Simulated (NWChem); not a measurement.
Molecule: CH$_{7}$AlSi; SMILES [CH3][AlH][SiH3]

```xyz
10

Al    -0.4969    -0.6238     0.3558
H     -1.9087    -0.8354     1.0720
C      0.5447    -2.2000    -0.1599
H      0.7571    -2.8261     0.7246
H      1.5035    -1.9638    -0.6459
H     -0.0380    -2.8365    -0.8490
Si     0.2576     1.6870    -0.0430
H      1.5920     1.7700    -0.7221
H      0.3676     2.4490     1.2460
H     -0.7231     2.4353    -0.8989
```
Atoms are numbered in this order, from 1.

Computed with NWChem. Geometry: optimised at PBE0/def2-SVP. GIAO values for the isolated, static molecule; σ is the absolute isotropic shielding, δ = σ(reference) − σ with the isolated reference molecule computed at the same levels (13C: tetramethylsilane, 1H: tetramethylsilane, 29Si: tetramethylsilane).

Question: Predict the results for KT2/pcSseg-1. Quantities: σ Al1 (ppm); δ H2 (ppm); δ C3 (ppm); δ H4 (rotor mean) (ppm); δ Si7 (ppm); δ H8 (rotor mean) (ppm).

Answer: 
```yaml
"σ Al1 (ppm)": 217.6
"δ H2 (ppm)": 6.34
"δ C3 (ppm)": 0.7
"δ H4 (rotor mean) (ppm)": 0.30
"δ Si7 (ppm)": -130.5
"δ H8 (rotor mean) (ppm)": 3.20
```
